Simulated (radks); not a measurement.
Results of a calculation; reference values are marked as such.
Excited configurations of Rb13+: one electron is placed in a higher orbital outside [Ar] 3d5. The ground configuration is [Ar] 3d6. Code: a radial shooting solver on a logarithmic mesh with Libxc functionals. Model: Dirac Kohn-Sham, BLYP, spin-unpolarised, spherical densities, finite nucleus; open shells are shared between the two j in proportion to 2j + 1; Fermi nuclear charge, rms radius 4.2036 fm. Excitation = E - E(ground); binding = E(ion) - E, where the ion is the core of charge +14; n* = 14/sqrt(2 binding) in atomic units. These energies are relativistic, and a one-electron ion of charge +14 with no core already has n* below n in this formula (Dirac formula, point nucleus, mean over j: 4s 3.996, 4p 3.997, 4d 3.999, 5s 4.996, 6d 5.999, 6f 5.999, 7s 6.995). The quantum defect is therefore taken as that value minus n*, so that it holds no relativistic shift of the bare ion. Eigenvalue and <r> are those of j = l + 1/2.

| outer orbital | excitation (eV) | binding (eV) | n* | quantum defect | eigenvalue (eV) | <r> (bohr) |
|---|---|---|---|---|---|---|
| 4s | 172.25 | 278.55 | 3.094 | 0.902 | -267.83 | 1.048 |
| 4p | 197.57 | 253.24 | 3.245 | 0.752 | -241.98 | 1.091 |
| 4d | 236.59 | 214.22 | 3.528 | 0.471 | -204.18 | 1.144 |
| 5s | 292.34 | 158.46 | 4.102 | 0.893 | -153.13 | 1.823 |
| 6d | 363.59 | 87.217 | 5.530 | 0.469 | -84.011 | 3.098 |
| 6f | 372.20 | 78.611 | 5.824 | 0.175 | -75.526 | 3.219 |
| 7s | 378.82 | 71.986 | 6.086 | 0.909 | -69.406 | 4.016 |

The Delta-SCF ionisation energy is 450.81 eV (NIST Atomic Spectra Database: 443 eV, theoretical). Self-interaction in the functional shifts the binding energies and quantum defects, so they are the method's values and not measured ones. Spin polarisation and multiplet splitting are left out, so open shells lie too high by an amount that depends on their filling. Sharing an open shell by 2j + 1 raises it above the true ground level by a part of the spin-orbit splitting, which enters the differences from NIST.

Beside tabulated values, note that spin-unpolarised runs miss the spin-polarisation part of the exchange energy of open shells.
